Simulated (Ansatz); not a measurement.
Level of theory: frozen-core CCSD(T)/cc-pVTZ // B3LYP-D3(BJ)/def2-TZVP in Ansatz (an electronic-structure program).

Ansatz 0.2 input:
```yaml
crystal:
  periodic: [false, false, false]
  atoms:
    - { symbol: N, position_ang: [2.589774, -0.940941, 0.065132] }
    - { symbol: C, position_ang: [1.667834, -0.2482, -0.018271] }
    - { symbol: N, position_ang: [0.57502, 0.509839, -0.107159] }
    - { symbol: Si, position_ang: [-1.067741, -0.09923, 0.05465] }
    - { symbol: H, position_ang: [0.745352, 1.490788, -0.273799] }
    - { symbol: H, position_ang: [-1.26115, -0.691139, 1.393186] }
    - { symbol: H, position_ang: [-1.333445, -1.115794, -0.982138] }
    - { symbol: H, position_ang: [-1.915646, 1.094678, -0.131602] }
basis:
  gaussian: { orbitals: cc-pVTZ }
correlation:
  method: ccsd_t
```

Output:

```
Functional definition: HF
1038 factors; integrals over basis functions are off by at most 1.2e-3 eV
mean field evaluation 1: about -11917.4321 eV, gradient 3.7e1 eV
mean field evaluation 2: about -11917.7082 eV, gradient 3.7e1 eV
mean field evaluation 4: about -11921.2030 eV, gradient 5.2e0 eV
mean field evaluation 8: about -11921.3055 eV, gradient 5.0e-1 eV
mean field evaluation 16: about -11921.3071 eV, gradient 2.2e-6 eV
mean field -11921.30712153 eV, -438.0999561640 hartree, gradient 2.2e-6 eV, S^2 0.000000; 0 other end points of the search recorded, 0 dependent functions left out
8 core orbitals not correlated
reference -11921.30712153 eV, -438.0999561640 hartree; 11, 11 occupied and 161, 161 virtual orbitals, 1038 factors
second order -18.19511575 eV of doubles, -0.00000000 eV of singles
cycle   1  -18.17333603 eV  change    2.2e-2 eV  update   1.1e-1
cycle   2  -18.74446085 eV  change   -5.7e-1 eV  update   3.3e-2
cycle   3  -18.86506195 eV  change   -1.2e-1 eV  update   1.5e-2
cycle   4  -18.85723471 eV  change    7.8e-3 eV  update   3.6e-3
cycle   5  -18.85901277 eV  change   -1.8e-3 eV  update   1.5e-3
cycle   6  -18.85957141 eV  change   -5.6e-4 eV  update   3.7e-4
cycle   7  -18.85947514 eV  change    9.6e-5 eV  update   1.4e-4
cycle   8  -18.85948280 eV  change   -7.7e-6 eV  update   5.4e-5
cycle   9  -18.85949363 eV  change   -1.1e-5 eV  update   2.3e-5
perturbative correction -0.85349592 eV, -0.0313653966 hartree
Total energy: -11941.02011109 eV, -438.8243951683 hartree
```

Cost: about 70 core-seconds (a rough figure).
